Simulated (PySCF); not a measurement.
Compound: C₅H₇F₃OS.
InChI=1S/C5H7F3OS/c1-4(10(2)9)3-5(6,7)8/h1,3H2,2H3/t10-/m1/s1

A linear-response calculation (PySCF, def2-SVPD basis, gas phase, vertical, core orbitals frozen in the response) gave these numbers; the functional is withheld.

Orbital energies (eV): HOMO-3 -12.36, HOMO-2 -10.60, HOMO-1 -10.06, HOMO -8.95, LUMO 0.54, LUMO+1 1.95, LUMO+2 2.10.

| state | E (eV) | f | main configurations (H = HOMO, L = LUMO) |
| --- | --- | --- | --- |
| S1 | 5.07 | 0.022 | H→L (93%) |
| S2 | 6.13 | 0.0012 | H-1→L (88%) |
| S3 | 6.15 | 0.024 | H→L+2 (52%), H→L+1 (19%), H→L+3 (11%) |
| S4 | 6.55 | 0.026 | H→L+3 (59%), H→L+5 (18%) |
| S5 | 6.95 | 0.070 | H→L+1 (41%), H-2→L (31%), H→L+2 (12%) |
| S6 | 7.14 | 0.169 | H-2→L (34%), H-1→L+2 (22%), H→L+1 (14%) |

Triplets (Tamm–Dancoff): T1 4.10 eV, H-2→L (53%), H→L (41%); T2 4.98 eV, H→L (43%), H-2→L (35%); T3 5.46 eV, H→L+2 (41%), H→L+3 (20%), H→L+1 (10%); T4 5.75 eV, H-1→L (67%), H→L+3 (14%).

Vertical ionisation energy by ΔSCF with the same functional: 9.14 eV. Mean static polarisability: 86.8 au.

Question: Name the functional.
A. PBE
B. HF
C. PBE0
D. wB97X-D

Answer: D. wB97X-D is range-separated, 22% exact exchange at short range and 100% at long range (ω = 0.2 bohr⁻¹). In this run −ε(HOMO) = 8.95 eV differs from the ΔSCF value by -0.19 eV, and S1 differs from the orbital gap of 9.49 eV by -4.42 eV. The ratio −ε(HOMO)/IP is 0.98. Small neutral molecules mostly give 0.89 to 0.99 with wB97X-D, 0.5 to 0.7 with PBE, 0.7 to 0.83 with PBE0; with Hartree–Fock the ratio is 1 or more (Koopmans' value less the relaxation energy is the ΔSCF value).

Computed with TDDFT wB97X-D/def2-SVPD, vertical, gas phase, core orbitals frozen in the response in PySCF 2.14.0, density-fitted response routines. Geometry: PBE0-D3(BJ)/def2-SVP, one conformer, isolated molecule.

Conformer computed: `[CH2:1]=[C:2]([CH2:3][C:4]([F:5])([F:6])[F:7])[S@@:8]([CH3:9])=[O:10]`: C1–C2–C3–C4 -68°, C2–C3–C4–F5 -59°, C1–C2–S8–C9 95°.
